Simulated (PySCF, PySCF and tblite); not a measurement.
A run on one conformer of C6H10O, numbered as in [CH3:1][C:2]1=[CH:3][CH2:4][O:5][CH2:6][CH2:7]1, from an ensemble study. The sound level was KT2/pcSseg-1 (IEF-PCM, dichloromethane) on GFN2-xTB geometries.

Input:

```
{"job": {"xc": "PBE0", "basis": "MINI", "kind": "nmr", "pop": false}, "charge": 0, "multiplicity": 1}
C      2.209146     0.237772     0.292813
C      0.737103     0.168128     0.033264
C     -0.045408     1.235501    -0.040693
C     -1.518592     1.147494    -0.309021
O     -1.944838    -0.128470    -0.728741
C     -1.363818    -1.154450     0.040444
C      0.152062    -1.204903    -0.159646
H      2.454005    -0.280567     1.219735
H      2.542842     1.269010     0.370179
H      2.755580    -0.250001    -0.513679
H      0.340362     2.233886     0.103687
H     -2.066848     1.445677     0.604494
H     -1.803470     1.835179    -1.110866
H     -1.838105    -2.081228    -0.289368
H     -1.589335    -0.998119     1.107000
H      0.374583    -1.551597    -1.173080
H      0.597734    -1.911282     0.543569
```

Command: OMP_NUM_THREADS=1 python ens_run.py task.json out

Output:

```
coarse grid: 13808 points
cycle   1  E = -306.9882527925  dE =  1.314e+00  |g| = 3.818e-01  |ddm| = 6.185e+00
cycle   2  E = -306.9890258688  dE = -7.731e-04  |g| = 4.075e-01  |ddm| = 1.257e+00
cycle   3  E = -307.0375687714  dE = -4.854e-02  |g| = 2.383e-02  |ddm| = 6.419e-01
cycle   4  E = -307.0377091450  dE = -1.404e-04  |g| = 1.367e-02  |ddm| = 6.592e-02
cycle   5  E = -307.0377653675  dE = -5.622e-05  |g| = 4.588e-03  |ddm| = 2.689e-02
cycle   6  E = -307.0377720403  dE = -6.673e-06  |g| = 4.928e-04  |ddm| = 7.576e-03
final grid: 132176 points
cycle   7  E = -307.0455717287  dE = -1.402e-05  |g| = 4.166e-03  |ddm| = 2.093e-02
cycle   8  E = -307.0455732832  dE = -1.554e-06  |g| = 3.734e-03  |ddm| = 1.344e-02
cycle   9  E = -307.0455776858  dE = -4.403e-06  |g| = 3.936e-04  |ddm| = 6.195e-03
cycle  10  E = -307.0455777344  dE = -4.868e-08  |g| = 8.180e-05  |ddm| = 7.324e-04
cycle  11  E = -307.0455777360  dE = -1.535e-09  |g| = 4.404e-05  |ddm| = 1.887e-04
cycle  12  E = -307.0455777366  dE = -6.396e-10  |g| = 2.800e-06  |ddm| = 7.238e-05
converged SCF energy = -307.0455777366

GIAO shielding tensors (ppm)
atom      isotropic    diamagn.    paramagn.     s11        s22        s33       span
  0 C      193.934     238.590     -44.655    181.807    187.060    212.936     31.129
  1 C      122.184     234.648    -112.464     39.377    115.572    211.603    172.225
  2 C      120.670     240.714    -120.044     42.981    119.895    199.133    156.152
  3 C      163.797     234.167     -70.370    140.238    161.672    189.482     49.244
  4 O      396.773     368.144      28.630    309.728    409.132    471.460    161.732
  5 C      167.066     233.674     -66.608    145.086    155.308    200.803     55.717
  6 C      199.331     232.368     -33.037    184.739    200.496    212.758     28.018
  7 H       29.077      25.781       3.295     23.689     26.906     36.635     12.946
  8 H       28.740      27.122       1.618     22.770     27.290     36.159     13.389
  9 H       28.916      26.040       2.876     23.355     26.763     36.631     13.277
 10 H       25.133      28.141      -3.009     21.339     25.600     28.459      7.120
 11 H       27.612      25.159       2.453     21.782     25.520     35.534     13.752
 12 H       27.033      26.132       0.900     21.085     24.998     35.015     13.930
 13 H       27.219      27.135       0.084     21.030     25.238     35.388     14.358
 14 H       28.394      24.236       4.158     22.856     26.632     35.695     12.839
 15 H       28.722      25.078       3.644     22.629     26.607     36.929     14.301
 16 H       29.197      26.497       2.700     22.654     28.339     36.598     13.945
```

Problem. What is wrong with this calculation?

Solution. The setting at fault: minimal or split-valence basis without polarisation functions. (The functional and solvent model also differ from the sound level's.) The calculation finished and met its thresholds.
